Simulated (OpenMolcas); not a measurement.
## What dynamic correlation does to the levels of Co VIII

| Quantity | Value |
| --- | --- |
| Program | OpenMolcas 26.06 |
| Basis | ANO-R1 [5s3p2d1f] |
| Scalar Hamiltonian | X2C, finite nucleus |
| Active space | 2 electrons in 5 orbitals (3d) |
| State averaging | 2S+1 = 3 even, 10 roots; 2S+1 = 1 even, 15 roots |
| Spin-orbit coupling | RASSI with atomic mean-field integrals over the reference wave functions, term energies averaged over their components |

Methods on the same reference wave functions:
A. CASSCF
B. SS-CASPT2, IPEA 0.25 Eh, imaginary shift 0.1 Eh (closed shells correlated: 3s 3p)

Energies in cm⁻¹ above 3d² ³F₂, the measured ground level; measured values from Sugar and Corliss, J. Phys. Chem. Ref. Data 10, 1097 (1981).

```csv
Level,A,B,Measured
3d² ³F₂,0.0,0.0,0.0
3d² ³F₃,1314,1324,1430
3d² ³F₄,2948,2960,3144
3d² ¹D₂,22525,19710,19624
3d² ³P₀,25835,22810,22304
3d² ³P₁,26321,23300,22839
3d² ³P₂,27458,24450,24055
3d² ¹G₄,34416,33040,32360
3d² ¹S₀,82729,75730,74247
```

Deviations, from unrounded energies. A percentage is the sum of absolute deviations over the sum of measured energies, with the sign that they share, or ± where signs differ.

| Against measurement | Levels | A | B |
| --- | --- | --- | --- |
| mean absolute deviation (cm-1) | 8 | 3000 | 490 |
| fine structure of the ground term (%) | 2 | -6.8 | -6.4 |
| other terms of the ground configuration (%) | 6 | +12.2 | +1.8 |

B lies closest to measurement on these levels. The largest miss of B in the table is 3d² ¹S₀, by +1500 cm-1. The ranking rests on the paired levels alone, and a cruder setting can come out closer through cancelling errors.

From A to B the spin-free energies of the other terms of 3d² shown, above ³F, scale by factors of 0.87 to 0.96, as is usual when dynamic correlation screens the repulsion within a d or f shell.

The lowest spin-free term lies below A's lowest term by 0.184 hartree in B.

Term energies are means over components that CASPT2 splits; among the terms shown or strongly mixed into the levels shown the widest spread is 440 cm-1 (3d² ³F, B). The basis is small and was not contracted for so high a charge. Without dynamic correlation excited terms often stand tens of per cent too high (terms of higher spin than the ground term too low), and those without a measured partner can miss by more than the paired ones (holds for A). Computed and measured levels are paired by configuration, term and J; levels that our copy of the source lacks, or whose pairing is in doubt (as where it misses far off the trend of its configuration), stay unpaired and out of the deviations. Levels of configurations outside the active space are missing.
